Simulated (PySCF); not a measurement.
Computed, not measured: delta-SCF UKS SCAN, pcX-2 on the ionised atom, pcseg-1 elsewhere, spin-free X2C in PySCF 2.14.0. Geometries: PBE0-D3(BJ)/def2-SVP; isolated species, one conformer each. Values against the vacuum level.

(1) Rank by computed C 1s binding energy, lowest first.
A. C2 in `[N:1]#[C:2][CH2:3][NH2:4]`
B. C2 in `[CH3:1][c:2]1[n:3][nH:4][c:5]([CH:6]([CH3:7])[CH3:8])[n:9]1`
C. C7 in `[CH2:1]=[CH:2][CH2:3]/[C:4]([CH3:5])=[C:6](/[CH3:7])[O:8][GeH3:9]`
D. C7 in `[CH3:1][C@@H:2]1[CH2:3][C@@H:4]([O:5][GeH3:6])[C:7]12[CH2:8][CH2:9]2`
E. C6 in `[CH2:1]=[C:2]([CH2:3]/[CH:4]=[CH:5]\[CH2:6][CH3:7])[O:8][GeH3:9]`

## Answers

(1) D (290.00 eV), E (290.33 eV), C (290.68 eV), B (291.52 eV), A (292.47 eV).

The highest is bonded to N (triple bond) and C, the lowest to 4 C; the range is 2.47 eV.
